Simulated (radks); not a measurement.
Valence configurations of Ag2+ (all share [Kr]). Method: scalar-relativistic Kohn-Sham, BLYP, spin-polarised, spherical densities, point nucleus; open shells are filled with parallel spins first (spin-orbit coupling, left out, can overturn this in heavy ions); computed with a radial shooting solver on a logarithmic mesh with Libxc functionals. Energies are relative to 4d9; eigenvalues in eV for spin up.

valence,E (eV),moment (Bohr magnetons),e(4d),e(5p),e(5s)
4d9,0.000,1,-29.140,-,-
4d8.5 5p0.5,7.167,2,-31.966,-15.831,-
4d8 5s1,7.927,3,-33.561,-,-23.196
4d8 5s0.5 5p0.5,11.438,3,-34.183,-16.549,-23.588
4d8 5p1,14.966,3,-34.795,-16.893,-
4d7.5 5s1 5p0.5,16.075,4,-36.427,-17.241,-24.549
4d7 5s2,18.771,3,-38.062,-,-24.613
4d6.5 5s2 5p0.5,28.378,4,-41.016,-18.212,-25.974
4d7 5p2,32.550,5,-40.454,-18.851,-
4d6.5 5s1 5p1.5,34.406,6,-42.154,-19.182,-27.099

NIST lists [Kr] 4d9 as the ground configuration; this level of theory agrees among the configurations tried. The energies are those of spherical high-spin densities, not of single terms.
